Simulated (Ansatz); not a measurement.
Gas-phase electronic energies from Ansatz, PBE0-D4/def2-TZVP geometries. CCSD(T)/CBS is the MP2 limit (def2-TZVPP, def2-QZVPP) plus CCSD(T) − MP2 in def2-TZVPP, frozen cores. This one scheme is used for every species. Functionals use def2-TZVPP. B3LYP here is the variant with VWN-RPA as its local correlation; programs differ in this. One conformer a species, not always the lowest.

`BS[SiH3]` + `OB(F)F` → `FB(F)O[SiH3]` + `BS`  (ligand exchange at the Si–S bond)

```tsv
level	ΔE (kJ/mol)	difference from CCSD(T)/CBS
BLYP-D4	-39.4	-1.6
ωB97M-V	-38.9	-1.1
B2PLYP	-43.2	-5.4
PBE	-26.5	11.3
B3LYP	-44.7	-6.9
r2SCAN0	-36.6	1.2
RPA@PBE/def2-TZVPP	-43.8	-6.0
HF/def2-SVP	-49.1	-11.3
SCS-MP2/def2-TZVPP	-43.1	-5.3
MP2/def2-QZVPP	-36.1	1.7
CCSD(T)/CBS	-37.8	0
```

Largest T1 diagnostic among the species: 0.015.

In def2-TZVPP, CCSD(T) changes the Hartree–Fock value by +17.7 kJ/mol (the triples alone add +3.4 kJ/mol) and MP2 by +20.9 kJ/mol. Leaving LDA and LC-ωPBE aside and taking each functional with its dispersion term where it has one, the values, not all of them listed here, spread over 24.4 kJ/mol, from CAM-B3LYP-D4 to revPBE-D4.
